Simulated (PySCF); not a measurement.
C6H11NO.
Numbering: `[CH2:1]=[CH:2][N:3]([CH3:4])[C:5](=[CH2:6])[O:7][CH3:8]` (hydrogens: H9, H10 on C1; H11 on C2; H12, H13, H14 on C4; H15, H16 on C6; H17, H18, H19 on C8)

Computed geometry: GFN2-xTB, gas phase.

Problem. Give the optimised bond lengths and angles.

Solution. 
```csv
bond,length (Å),order
C1=C2,1.330,double
C2–N3,1.377,single
N3–C4,1.444,single
N3–C5,1.388,single
C5=C6,1.335,double
C5–O7,1.372,single
O7–C8,1.404,single
C1–H9,1.074,single
C1–H10,1.074,single
C2–H11,1.080,single
"C4–H12, C4–H13, C4–H14",1.091,single
C6–H15,1.071,single
C6–H16,1.071,single
"C8–H17, C8–H18, C8–H19",1.093,single
```

Bonds in one row agree within 0.01 Å and their mean is given. Orders are formal, as drawn. A selection of angles:
```csv
angle,degrees
C2–C1–H9,119.9
C2–C1–H10,123.8
H9–C1–H10,116.3
C1–C2–N3,126.2
C1–C2–H11,119.9
N3–C2–H11,113.9
C2–N3–C4,118.5
C2–N3–C5,121.1
C4–N3–C5,120.4
N3–C4–H12,109.4
H12–C4–H13,109.0
N3–C5–C6,124.2
N3–C5–O7,110.9
C6–C5–O7,125.0
C5–C6–H15,121.0
C5–C6–H16,122.5
H15–C6–H16,116.5
C5–O7–C8,118.0
O7–C8–H17,105.7
O7–C8–H18,111.3
H17–C8–H18,109.6
```

Dihedral angles: C1–C2–N3–C4 7° (synperiplanar); C2–N3–C5–C6 28° (synperiplanar); N3–C5–O7–C8 -175° (antiperiplanar). The mirror-image conformer, all signs reversed, is as good.

The 3 C–N bonds span 1.377 Å (C2–N3, drawn single) to 1.444 Å (N3–C4, drawn single), a spread of 0.067 Å. The 2 C–O bonds span 1.372 Å (C5–O7, drawn single) to 1.404 Å (O7–C8, drawn single), a spread of 0.032 Å. N3 (enamine nitrogen) is planar (angles 121.1°, 120.4° and 118.5°, sum 360.0°, 0.02 Å off the plane of its three neighbours). Of the pairs four or more bonds apart, O7···H12 is among the closest relative to their van der Waals radii: 2.19 Å, 81 % of the sum of Bondi's values.

Point group: C1 (no symmetry element, even within 0.4 Å). Not checked by GFN2-xTB frequencies. The numbers are those of one conformer.
